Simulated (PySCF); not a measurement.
## I²⁺ (iodine, charge +2) across methods

[Kr] 4d10 5s2 5p3, high-spin 4S determinant. Calculation: PySCF 2.14, in ANO-RCC-VTZP; scalar relativity by spin-free X2C-1e.

| method | E (hartree) | mean ε 5s α (eV) | mean ε 5s β (eV) | mean ε 5p α (eV) | Σ⟨r²⟩ (bohr²) | ⟨S²⟩ |
| --- | --- | --- | --- | --- | --- | --- |
| PBE | -7113.86 | -36.957 | -34.500 | -25.521 | 41.80 | 3.751 |
| r2SCAN | -7114.29 | -37.881 | -34.395 | -26.046 | 41.79 | 3.751 |
| UHF | -7111.42620 | -45.300 | -37.346 | -30.353 | 42.18 | 3.751 |
| LDA | -7107.73 | -37.122 | -35.023 | -25.600 | 41.73 | 3.750 |
| PBEsol | -7110.76 | -37.010 | -34.529 | -25.550 | 41.74 | 3.751 |
| M06 | -7114.44 | -38.730 | -36.367 | -26.629 | 41.86 | 3.750 |
| wB97M-V | -7113.79 | -41.952 | -37.980 | -29.129 | 41.93 | 3.751 |

Q: Estimate the same row for PBE0.

A: E (hartree) = -7113.94; mean ε 5s α (eV) = -39.302; mean ε 5s β (eV) = -35.578; mean ε 5p α (eV) = -26.946; Σ⟨r²⟩ (bohr²) = 41.80; ⟨S²⟩ = 3.751.
